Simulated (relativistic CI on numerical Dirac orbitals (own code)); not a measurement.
# Ligand-field terms of d6

Computed with a parametric ligand-field model of a d^n configuration (Racah B and C, spin-orbit zeta, crystal field), exact diagonalisation.

Field parameters in Wybourne normalisation: Oh B⁴₀ = 21Dq, B⁴₄ = √(5/14) B⁴₀; Td as Oh with Dq negative (B⁴₀ = 21Dq, B⁴₄ = √(5/14) B⁴₀). The field is a parameter set, without covalency.

Task: Ground term and bands for B = 410, C = 1630, ζ = 0 cm⁻¹, Td, 10Dq = -5800 cm⁻¹?

Result: Ground term 5E with 3.00 electrons in the two orbitals of the cubic e set. Spin-allowed: 5T2 5800 cm⁻¹ (1724 nm). Lowest spin-forbidden: 3T1 3895 cm⁻¹ (2567 nm), 1T2 8336 cm⁻¹ (1200 nm), 3E 8530 cm⁻¹ (1172 nm).

Task: A d6 ion in Oh symmetry has the ground term 1A1 and bands at 5T2 2104 cm⁻¹, 3T1 4508 cm⁻¹ (2218 nm), 3T2 7655 cm⁻¹ (1306 nm), 1T1 9536 cm⁻¹ (1049 nm), 1T2 15819 cm⁻¹ (632 nm), 1E 20197 cm⁻¹ (495 nm), 1T2 20467 cm⁻¹ (489 nm). Which parameters reproduce them?

Result: B = 570, C = 2280, ζ = 0 cm⁻¹, Oh, 10Dq = 10800 cm⁻¹.

Task: Ground term and bands for B = 670, C = 2490, ζ = 0 cm⁻¹, Oh, 10Dq = 4600 cm⁻¹?

Result: Ground term 5T2 with 2.00 electrons in the two orbitals of the cubic e set. Spin-allowed: 5E 4600 cm⁻¹ (2174 nm). Lowest spin-forbidden: 3T1 9457 cm⁻¹ (1057 nm), 3T2 11492 cm⁻¹ (870 nm), 1A1 11548 cm⁻¹ (866 nm).

Task: Ground term and bands for B = 710, C = 3060, ζ = 0 cm⁻¹, Oh, 10Dq = 29250 cm⁻¹?

Result: Ground term 1A1 with 0.03 electrons in the two orbitals of the cubic e set. Spin-allowed: 1T1 27127 cm⁻¹ (369 nm), 1T2 36905 cm⁻¹ (271 nm), 1T2 55535 cm⁻¹ (180 nm), 1E 55954 cm⁻¹ (179 nm). Lowest spin-forbidden: 3T1 20617 cm⁻¹ (485 nm), 3T2 25460 cm⁻¹ (393 nm), 5T2 31881 cm⁻¹ (314 nm).

Task: Ground term and bands for B = 410, C = 1630, ζ = 0 cm⁻¹, Td, 10Dq = -10950 cm⁻¹?

Result: Ground term 3T1 with 3.96 electrons in the two orbitals of the cubic e set. Spin-allowed: 3E 9557 cm⁻¹ (1046 nm), 3T1 9968 cm⁻¹ (1003 nm), 3T2 10401 cm⁻¹ (961 nm), 3A1 11182 cm⁻¹ (894 nm). Lowest spin-forbidden: 5E 972 cm⁻¹, 1T2 4695 cm⁻¹ (2130 nm), 1E 5301 cm⁻¹ (1887 nm).
